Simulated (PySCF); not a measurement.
AlGa: frontier orbitals

PBE at R = 2.705 Å; PySCF, spin-free X2C with a Gaussian nucleus, basis sets Al x2c-SVPall, Ga x2c-SVPall. State: ³Π (triplet), unpaired electrons σ ↑, π ↑. Only the outer orbitals are listed, counted within each symmetry.

```
spin  orbital  occ.  ε (eV)  on Al (%)   main shells (%)
   α      10σ     1  -10.06         29  68 Ga s, 25 Al s
   α      11σ     1   -7.28         68  66 Al s, 26 Ga s
   α      12σ     1   -3.84         52  46 Al p, 44 Ga p
   α       5π     1   -3.77         51  51 Al p, 48 Ga p
   α       5π     0   -3.58         50  50 Al p, 49 Ga p
   α       6π     0   -1.88         48  51 Ga p, 48 Al p
   α       6π     0   -1.74         50  50 Ga p, 49 Al p
   β      10σ     1   -9.27         28  70 Ga s, 24 Al s
   β      11σ     1   -6.51         70  69 Al s, 25 Ga s
   β       5π     0   -3.21         51  50 Al p, 48 Ga p
   β      12σ     0   -2.75         50  46 Ga p, 44 Al p
   β       5π     0   -2.74         49  50 Ga p, 49 Al p
```

Which are the highest filled and the lowest empty level, where do they sit, and how wide is the gap?

Highest filled α 5π at -3.77 eV (in %: 51 Al p, 48 Ga p); lowest empty α 5π at -3.58 eV (in %: 50 Al p, 49 Ga p); the gap at PBE is 0.19 eV. Both belong to one degenerate shell, split only by its one-sided filling, so this is no excitation gap.

```
bond order (Mayer)                               : 1.17
⟨S²⟩                                             : 2.003
charge on Al (Mulliken, basis-dependent)         : 0.01
charge on Al (Löwdin, basis-dependent)           : 0.06
dipole moment (positive dipole means Al(−)Ga(+)) : 0.24 D
polarisability along the bond                    : 162.7 bohr³
polarisability across the bond                   : 81.3 bohr³
```

Spin–orbit coupling is left out. The state was picked by a PBE0 search and need not be the measured ground state.
